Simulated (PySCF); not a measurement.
Q: Write a Z-matrix for `CC(C)(C)C(N)=O` as optimised with GFN2-xTB.

A: 
Z-matrix in Å and degrees, rows numbered from 1:
```
C 
C   1  1.5327
C   2  1.5290  1  109.42
C   2  1.5329  1  110.43  3   120.50
C   2  1.5350  1  109.65  3  -118.56
N   5  1.3544  2  115.10  1   -60.62
O   5  1.2099  2  123.65  1   119.39
H   1  1.0879  2  111.96  3  -176.18
H   1  1.0881  2  109.63  3   -56.31
H   1  1.0876  2  110.36  3    62.96
H   3  1.0873  2  110.47  1    60.59
H   3  1.0866  2  110.18  1   -59.93
H   3  1.0866  2  110.20  1  -178.82
H   4  1.0882  2  111.95  1    55.83
H   4  1.0879  2  110.37  1   176.76
H   4  1.0883  2  109.60  1   -64.02
H   6  1.0062  5  118.33  2   179.88
H   6  1.0025  5  123.01  2     0.08
```

N6 (amide nitrogen) is planar (angles 123.0°, 118.7° and 118.3°, sum 360.0°, 0.00 Å off the plane of its three neighbours). Of the pairs four or more bonds apart, H8···H18 is among the closest relative to their van der Waals radii: 2.25 Å, 94 % of the sum of Bondi's values.

Computed geometry: GFN2-xTB, gas phase.

Point group: Cs (every atom within 0.08 Å of its image). Stationary, but not proved a minimum. The numbers are those of one conformer (C2–C5–N6–H 180° and 0°).
